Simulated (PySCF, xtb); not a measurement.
chloro-(4-chlorosilylphenyl)silane (C₆H₈Cl₂Si₂), SMILES [SiH2](Cl)c1ccc(cc1)[SiH2]Cl.

GFN2-xTB run with xtb at its own geometry gives an orbital gap of 3.69 eV and a dipole moment of 0.02 D.

Geometry optimised at B3LYP-D3(BJ)/def2-SVP. Other conformers were not sampled.

Task: What does PySCF with r2SCAN/def2-SVP give? (An estimate is asked for; the answer gives what the named calculation found.)

Result: gap 4.68 eV (levels -7.07 and -2.39 eV), dipole 0.02 D.
